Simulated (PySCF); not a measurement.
# Identify the compound

Molecular formula: CH₉ClO₂Si₃. Simulated spectra:

$^{1}$H NMR (400 MHz, computed): δ 5.24 (t, 2H), 5.10 (s, 3H), 4.72 (s, 2H), 4.35 (t, 2H).

$^{13}$C{$^{1}$H} NMR (computed): δ 58.7.

- geometry from GFN2-xTB
- shielding tensors at PBE0/pcSseg-1 (GIAO)
- program: PySCF
- one conformer, relativity neglected, rapidly exchanging positions averaged, in vacuum

Shifts are taken against calculated references (same method and geometry level): TMS for $^{1}$H (σref 31.72) and $^{13}$C (σref 186.93).

Propose a structure and justify it.

Answers


- Rings plus π bonds: 0.
- Carbon types of the structure: 1 × CH2, leaving 7 H on heteroatoms.
- δC 58.7: sp3 CH2 bonded to O and Si; the inductive effect lowers its shielding.
- δH 5.24: hydrogen on a silicon bonded to C, Cl.
- δH 5.10: hydrogen on a silicon bonded to O.
- δH 4.72: hydrogen on a silicon bonded to 2 O.
- δH 4.35: hydrogen on an sp3 CH2 bonded to O and Si; its carbon carries O, an electronegative neighbour.

Structure: SMILES [SiH3]O[SiH2]OC[SiH2]Cl.

This is the structure that produced the data.

Shifts are as computed. Against solution values, carbons near 30 ppm lie about +3 ppm off and those near 130 ppm about +5 ppm. Of 1211 compounds with measured shifts, 218 miss one by over three times the rms of a fit or turn the order of signals round; such compounds aren't used in these exercises. No couplings were computed; multiplicities are counted from neighbouring protons, with m where these are inequivalent, close in shift, in a saturated or five-membered ring or joined by F or P, and br s for small geminal =CH2 splittings.
